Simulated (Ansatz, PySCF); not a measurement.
SbCl3, SMILES [Cl][Sb]([Cl])[Cl].

Geometry optimised at r2SCAN-D4/def2-SVP. The isomer is the one that the SMILES or the coordinates give; other isomers of the formula were not compared. The def2 effective core potentials stand for the cores of Sb; spin–orbit coupling is left out.

Vertical ionisation energy (IE) and electron affinity (EA) in eV. Rows of orbital energies are one-electron estimates. Where ΔSCF, EOM or ADC give a negative EA the extra electron is unbound and the value depends on the basis.

| level | IE | EA |
|---|---|---|
| −ε(HOMO), −ε(LUMO), r2SCAN/def2-TZVPD (PySCF) | 7.87 | 2.78 |
| −ε(HOMO), −ε(LUMO), PBE/def2-TZVPD (PySCF) | 7.57 | 2.94 |
| ΔSCF, PBE0/def2-SVPD (Ansatz), final states of multiplicity 2 and 2 | 10.71 | 0.61 |
| ΔSCF, PBE/def2-SVPD (Ansatz), final states of multiplicity 2 and 2 | 10.38 | 0.53 |

Problem. What vertical singlet–triplet gap does ΔSCF give with PBE0/def2-SVPD (Ansatz, a quantum-chemistry and plane-wave program) and with PBE/def2-SVPD (Ansatz)? (The exact figures need the calculation; the answer reports its results.)

Solution. 4.45 and 4.33 eV (triplet above singlet where positive).
